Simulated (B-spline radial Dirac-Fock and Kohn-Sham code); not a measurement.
Satellites and hypersatellites of the K lines of Ho⁴⁷⁺

System: the Ho⁴⁷⁺ ion in the configuration [Ar] 3d2.

The run's input, task.json:

```json
{"items": [{
  "Z": 67,
  "q": 47,
  "cfg": [[1, 0, 2], [2, 0, 2], [2, 1, 6], [3, 0, 2], [3, 1, 6], [3, 2, 2]],
  "A": 165,
  "rrms": 5.2022,
  "do": ["binding", "quiet", "double"]
}]}
```

Run with: `python xray_run.py task.json out`

The computed values come from an atomic code on a B-spline grid: Dirac-Fock energy differences between relaxed states, corrected for Breit and QED terms. Each two-hole energy is an average over J within one jj subconfiguration, not an observable level; in light atoms, where LS coupling holds, the j-resolved values are not observed lines, and for a K spectator the Kα1 hypersatellite is nearly forbidden. Correlation and solid-state effects are left out.

Lines without a spectator: Kα2 (K-L2) 46766.2 eV, Kα1 (K-L3) 47626.9 eV, Kβ3 (K-M2) 54157.8 eV, Kβ1 (K-M3) 54369.0 eV. Shifts in eV with one spectator hole (a dash: not computed, or left out as unreliable):

```csv
spectator hole,Kα2,Kα1,Kβ3,Kβ1
K (1s),+851.7,+904.0,+1109.0,+1122.6
L2 (2p1/2),+108.9,+143.0,–,+288.0
L3 (2p3/2),+90.7,+96.8,+231.8,–
M2 (3p1/2),–,+26.76,+58.1,+67.2
M3 (3p3/2),+17.11,–,+53.7,+54.3
```
